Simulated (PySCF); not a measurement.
PySCF run on Sn2

File input.py (PySCF 2.14):

```python
from pyscf import gto, scf, mp

mol = gto.M(
    atom='Sn 0 0 0; Sn 0 0 2.7',
    basis='sbkjc',
    ecp={'Sn': 'sbkjc'},
    charge=0,
    spin=2,
    verbose=4,
)
mf = scf.UHF(mol)
mf.kernel()
mp.MP2(mf).kernel()
mf.dip_moment()
print('orbital energies (hartree):', [e[max(0, n-3):n+3].round(4) for e, n in zip(mf.mo_energy, mol.nelec)])
```

```bash
$ OMP_NUM_THREADS=1 python input.py
```

It prints (some set-up lines and the per-cycle HOMO/LUMO lines with their warnings removed):

```
PySCF version 2.14.0

[INPUT] Symbol           X                Y                Z      unit          X                Y                Z       unit  Magmom
[INPUT]  1 Sn     0.000000000000   0.000000000000   0.000000000000 AA    0.000000000000   0.000000000000   0.000000000000 Bohr   0.0
[INPUT]  2 Sn     0.000000000000   0.000000000000   2.700000000000 AA    0.000000000000   0.000000000000   5.102260536326 Bohr   0.0

nuclear repulsion = 3.1358649536
number of shells = 8
number of NR pGTOs = 40
number of NR cGTOs = 16
basis = sbkjc
ecp = {'Sn': 'sbkjc'}

******** <class 'pyscf.scf.uhf.UHF'> ********
method = UHF
initial guess = minao
damping factor = 0
level_shift factor = 0
DIIS = <class 'pyscf.scf.diis.CDIIS'>
SCF conv_tol = 1e-09
SCF max_cycles = 50
number electrons alpha = 5  beta = 3
init E= -6.08931305600541

cycle= 1 E= -6.54460047081029  delta_E= -0.455  |g|= 0.0614  |ddm|= 1.47
cycle= 2 E= -6.55251796132862  delta_E= -0.00792  |g|= 0.0148  |ddm|= 0.256
cycle= 3 E= -6.55301153445154  delta_E= -0.000494  |g|= 0.0033  |ddm|= 0.0754
cycle= 4 E= -6.55304087740235  delta_E= -2.93e-05  |g|= 0.000655  |ddm|= 0.0236
cycle= 5 E= -6.55304213488937  delta_E= -1.26e-06  |g|= 0.00013  |ddm|= 0.00566
cycle= 6 E= -6.55304218358405  delta_E= -4.87e-08  |g|= 7.39e-06  |ddm|= 0.00115
cycle= 7 E= -6.55304218373169  delta_E= -1.48e-10  |g|= 1.32e-06  |ddm|= 3.67e-05
Extra cycle  E= -6.5530421837367  delta_E= -5.02e-12  |g|= 5.21e-07  |ddm|= 5.82e-06
converged SCF energy = -6.5530421837367  <S^2> = 2.0030422  2S+1 = 3.0020275

******** <class 'pyscf.mp.ump2.UMP2'> ********
nocc = (np.int64(5), np.int64(3)), nmo = (16, 16)
E(UMP2) = -6.60253209152186  E_corr = -0.0494899077851523
E(SCS-UMP2) = -6.6002215208479  E_corr = -0.0471793371111992
E_corr(same-spin) = -0.0140867910357503
E_corr(oppo-spin) = -0.035403116749402
Dipole moment(X, Y, Z, Debye): -0.00000, -0.00000,  0.00000
orbital energies (hartree): [array([-0.2662, -0.2662, -0.2642, -0.0153, -0.0153,  0.0887]), array([-0.5819, -0.4277, -0.2452, -0.0208, -0.0208,  0.0539])]
```

In short: E(SCF) = -6.553042 Eh, 7 cycles, E(MP2) − E(SCF) = -0.04949 Eh, ⟨S²⟩ = 2.003, μz(SCF) = 0.00 D.

Run time: 0.61 s on 1 thread of Intel Xeon Gold 6455B (shared host), peak memory 0.12 GiB.

The bond length is a typed value, not an optimised one. No search for the lowest solution was made.
